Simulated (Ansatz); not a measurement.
`[NH2][GaH][NH2]` + H₂ → `[NH2][GaH2]` + NH₃ at 500 K and 1 bar (hydrogenolysis of a Ga–N bond).

Gas-phase electronic energies from Ansatz, PBE0-D4/def2-TZVP geometries. CBS: MP2 limit from def2 TZ/QZ plus the TZ coupled-cluster correction, frozen cores. This one scheme is used for every species. For Ga outer-core shells are correlated without core-valence functions, which leaves a few kJ/mol of doubt a bond. Scalar relativity is left out up to krypton. One conformer a species, not always the lowest.

```
          species  CCSD(T)/CBS energy (Eh)  H − E (kJ/mol)  S (J/(mol·K))
`[NH2][GaH][NH2]`              -2036.39598           189.9          377.0
               H₂                 -1.17544            41.0          145.5
    `[NH2][GaH2]`              -1981.05479           130.3          302.1
              NH₃                -56.50880           108.2          211.8
```

H − E and S are ideal-gas, rigid-rotor, harmonic terms from PBE0-D4/def2-TZVP, for one conformer and one mirror image of each species. For small species the MP2-based limit differs from directly extrapolated CCSD(T) by up to some mEh (0.8 for H₂); such offsets cancel only in part. 1 Eh = 2625.50 kJ/mol, R = 8.31446 J/(mol·K).

Task: By hand: ΔE, ΔH, ΔS and ΔG.

Result: ΔE = (-1981.05479) + (-56.50880) − (-2036.39598) − (-1.17544) = 0.00783 Eh = 20.6 kJ/mol. Δ(H − E) = 130.3 + 108.2 − 189.9 − 41.0 = 7.6, so ΔH = 28.2 kJ/mol. ΔS = 302.1 + 211.8 − 377.0 − 145.5 = -8.6 J/(mol·K). ΔG = 28.2 − 500 × (-8.6)/1000 = 32.5 kJ/mol.

Task: By hand: the equilibrium constant, and the temperature at which ΔG would vanish if ΔH and ΔS stayed fixed.

Result: log₁₀ K = −ΔG/(RT ln 10) = -3.4. ΔH and −TΔS have one sign here, so there is no such temperature.

The number of gas molecules stays the same, so ΔS is small and ΔH decides. A doubt of 5 kJ/mol in ΔE shifts log₁₀ K by 0.5 here. Other conformers and mirror images would add mixing entropy, several J/(mol·K) or more a flexible species. Modes under 60 cm⁻¹, often nearly free rotors, make the harmonic entropy too high. These are equilibria of isolated gas molecules and say nothing of rates. Largest T1 diagnostic: 0.014 (customary marks: 0.02 for closed shells, 0.045 for open ones).

ΔS is within the doubt of such terms, so its sign, and with it that verdict, could turn.
